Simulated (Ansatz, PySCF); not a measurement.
Ansatz (an electronic-structure program) was given this input:
Ansatz 0.2 input:
```yaml
crystal:
  periodic: [false, false, false]
  atoms:
    - {symbol: Hf, position_ang: [-0.13728403, 0.09893992, 0.02964004]}
    - {symbol: Cl, position_ang: [1.93657247, 0.72050589, -0.74415034]}
    - {symbol: Cl, position_ang: [0.44231920, -0.22902000, 2.22945528]}
    - {symbol: Cl, position_ang: [-0.79789979, -1.35116414, -1.66772843]}
    - {symbol: O, position_ang: [-1.81935876, 0.89921023, 0.15511059]}
    - {symbol: H, position_ang: [-2.43754201, 0.29717480, -0.27376852]}
basis:
  gaussian:
    orbitals: def2-SVP
hamiltonian:
  xc: revpbe
total_charge: -1
magnetization: {spin_polarized: true, initial_magnetization: 1}
accuracy: high
```

Q: Write the same job for PySCF.

A: This is not unique; one that fits is 
```python
from pyscf import gto, scf, dft

mol = gto.M(
    atom='''
Hf   -0.13728403    0.09893992    0.02964004
Cl    1.93657247    0.72050589   -0.74415034
Cl    0.44231920   -0.22902000    2.22945528
Cl   -0.79789979   -1.35116414   -1.66772843
O    -1.81935876    0.89921023    0.15511059
H    -2.43754201    0.29717480   -0.27376852
''',
    basis='def2-svp',
    ecp={'Hf': 'def2-svp'},
    charge=-1,
    spin=1,
    verbose=4,
)

mf = dft.UKS(mol)
mf.xc = 'revpbe'
mf.grids.atom_grid = (99, 590)
mf.grids.prune = None
mf.kernel()
```

Both were run: Ansatz gave -1504.022905 Eh and PySCF -1504.022908 Eh, 0.003 mEh apart.
